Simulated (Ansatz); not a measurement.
Molecule: SiCl₂, charge -1, multiplicity 2. 
Coordinates optimised at B3LYP-D3(BJ)/def2-TZVP (Ansatz, a quantum-chemistry and plane-wave program):
```xyz
3

Si    -0.0090    -0.0119     1.0319
Cl     1.1309     1.2930    -0.4003
Cl    -1.1235    -1.2832    -0.4495
```
Charge -1, spin multiplicity 2.

Basis-set convergence of Hartree-Fock and MP2 correlation energies (hartree) with Ansatz. Correlated levels leave the core frozen unless marked. UHF or UKS for open shells. Spin-orbit coupling is left out. Non-relativistic.

| basis | functions | E(HF) | E(corr, MP2) |
|---|---|---|---|
| aug-cc-pV(D+d)Z | 96 | -1208.05977 | -0.38455 |
| aug-cc-pV(T+d)Z | 165 | ___ | ___ |

**Question.** What belongs in the gaps?

**Answer.** 
- aug-cc-pV(T+d)Z, E(HF): -1208.09356
- aug-cc-pV(T+d)Z, E(corr, MP2): -0.48888
